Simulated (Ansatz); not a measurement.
The inner images of a band of ClGaH2O + FH (7 atoms, charge 0, multiplicity 1) are given out of order.

Computed with RHF/def2-SVP (Ansatz).

Initial state:

```xyz
7
Properties=species:S:1:pos:R:3
Ga -0.152 0.060 0.019
O -0.364 -0.028 1.812
H 0.086 -0.678 2.328
Cl 1.746 -0.735 -0.648
H -1.330 0.347 -0.939
F 0.284 2.130 0.840
H 0.110 1.701 1.643
```

Final state:

```xyz
7
Properties=species:S:1:pos:R:3
Ga 0.032 0.462 -0.199
O 0.027 0.111 1.884
H -0.660 -0.331 2.365
Cl 1.836 -0.536 -0.865
H -1.379 -0.002 -0.661
F 0.304 2.151 0.223
H 0.219 0.941 2.309
```

Problem. Put them in order from the first end to the last, with their energies above the first end.
A.
```xyz
7
Properties=species:S:1:pos:R:3
Ga 0.035 0.405 -0.178
O 0.046 0.080 1.891
H -0.631 -0.283 2.445
Cl 1.851 -0.512 -0.907
H -1.376 0.041 -0.715
F 0.301 2.055 0.437
H 0.156 1.011 2.081
```
B.
```xyz
7
Properties=species:S:1:pos:R:3
Ga -0.055 0.040 0.036
O -0.026 -0.054 1.848
H -0.623 -0.562 2.372
Cl 1.823 -0.479 -0.890
H -1.380 0.126 -0.765
F 0.353 2.084 0.819
H 0.289 1.642 1.636
```
C.
```xyz
7
Properties=species:S:1:pos:R:3
Ga -0.107 0.062 0.033
O -0.228 0.021 1.837
H -0.279 -0.736 2.394
Cl 1.793 -0.584 -0.774
H -1.361 0.210 -0.862
F 0.328 2.106 0.794
H 0.233 1.717 1.633
```
D.
```xyz
7
Properties=species:S:1:pos:R:3
Ga -0.005 0.179 -0.039
O 0.030 0.034 1.851
H -0.622 -0.339 2.423
Cl 1.850 -0.456 -0.921
H -1.379 0.132 -0.752
F 0.310 1.969 0.836
H 0.195 1.277 1.657
```
E.
```xyz
7
Properties=species:S:1:pos:R:3
Ga 0.022 0.307 -0.105
O 0.056 0.081 1.876
H -0.613 -0.273 2.445
Cl 1.859 -0.473 -0.914
H -1.378 0.089 -0.736
F 0.292 1.982 0.654
H 0.142 1.082 1.836
```

Solution. C (+0.8 kcal/mol), B (+1.3 kcal/mol), D (+5.0 kcal/mol), E (-8.5 kcal/mol), A (-17.0 kcal/mol).

Time of the run: 100 s on 1 thread of Arm Neoverse V2 (shared host), peak memory 0.19 GiB.
